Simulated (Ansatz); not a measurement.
A nudged elastic band was laid between two geometries of CH6B2S (10 atoms, charge 0, multiplicity 1).

Level of theory: RKS BLYP-D4/def2-SVP (Ansatz).

```json
{
 "movable images": "7",
 "climbing image": "yes",
 "spring": "5.0 eV/Å²",
 "optimiser": "quadratic models (default)",
 "start path": "through a guess of the saddle point",
 "force threshold": "0.05 eV/Å",
 "iteration limit": "56",
 "end points": "relaxed"
}
```

Image 0:

```xyz
10
Properties=species:S:1:pos:R:3
B -1.102 1.247 0.025
B 0.369 0.523 0.349
C 0.576 -1.031 0.534
S 1.159 -0.887 -1.261
H -1.672 1.264 -1.053
H -1.692 1.819 0.927
H 1.339 1.215 0.610
H -0.271 -1.735 0.597
H 1.438 -1.397 1.118
H -0.061 -1.069 -1.843
```

Image 8:

```xyz
10
Properties=species:S:1:pos:R:3
B -0.907 1.517 0.392
B -0.493 0.037 -0.259
C 0.403 -1.043 0.460
S 1.761 -0.306 -0.630
H -2.017 1.653 0.882
H -0.202 2.509 0.424
H -1.016 -0.321 -1.303
H 0.290 -2.120 0.249
H 0.726 -0.881 1.504
H 1.538 -1.098 -1.717
```

Question: Which bonds break or form, and what moves?

Answer: No bond is made or broken. The dihedral H7–B2–C3–S4 goes from -89 to 89°.

Question: Give the energies along the band, and the barrier.

Answer: It converged. The highest image is number 4 of 0 to 8, 6.4 kcal/mol above the first end and 6.2 kcal/mol above the last; the last end lies 0.2 kcal/mol above the first. A vibrational analysis at the climbing image gives one clearly imaginary mode, 101i cm⁻¹: a first-order saddle point.

```
image  path coordinate (Å)  energy (kcal/mol)  dihedral H7–B2–C3–S4 (°)
    0                 0.00                0.0                       -89
    1                 0.92                2.8                       -71
    2                 1.85                5.1                       -48
    3                 2.77                5.9                       -24
    4                 3.70                6.4                         2
    5                 4.48                6.0                        25
    6                 5.26                5.0                        50
    7                 6.04                2.3                        72
    8                 6.82                0.2                        89
```

Question: What is the geometry of the highest image?

Answer: 
```xyz
10
Properties=species:S:1:pos:R:3
B -1.153 1.445 0.552
B -0.014 0.509 -0.195
C 0.464 -0.928 0.250
S 1.789 -1.791 -0.734
H -2.331 1.404 0.247
H -0.857 2.274 1.394
H 0.475 1.014 -1.199
H -0.421 -1.595 0.367
H 0.876 -0.850 1.282
H 1.257 -1.533 -1.962
```

Question: What are the harmonic wavenumbers there?

Answer: 101i, 149, 159, 261, 287, 437, 523, 594, 731, 834, 905, 935, 948, 1048, 1107, 1132, 1217, 1330, 2456, 2488, 2550, 2578, 2933, 2976 cm⁻¹.

Time of the run: 12 min on 1 thread of Intel(R) Xeon(R) Processor @ 2.50GHz (Skylake/Cascade Lake) (shared host), peak memory 0.13 GiB.
